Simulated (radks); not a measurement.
Task: Cr19+, configuration [He] 2s2 6d1 (not the ground configuration). Method: non-relativistic Kohn-Sham, PBEsol, spin-polarised, spherical densities, point nucleus; open shells are filled with parallel spins first; computed with a radial shooting solver on a logarithmic mesh with Libxc functionals. Some entries of the table are withheld. Estimate them.

orbital  occ.  eigenvalue (hartree)  <r^2> (bohr^2)
1s up       1                   (1)        0.005443
1s down     1                   (2)        0.005443
2s up       1             -57.52912         0.08325
2s down     1             -57.50944         0.08323
6d up       1              -5.55286             (3)

Result: 
(1) 1s up eigenvalue (hartree): -257.6198
(2) 1s down eigenvalue (hartree): -257.6193
(3) 6d up <r^2> (bohr^2): 7.061
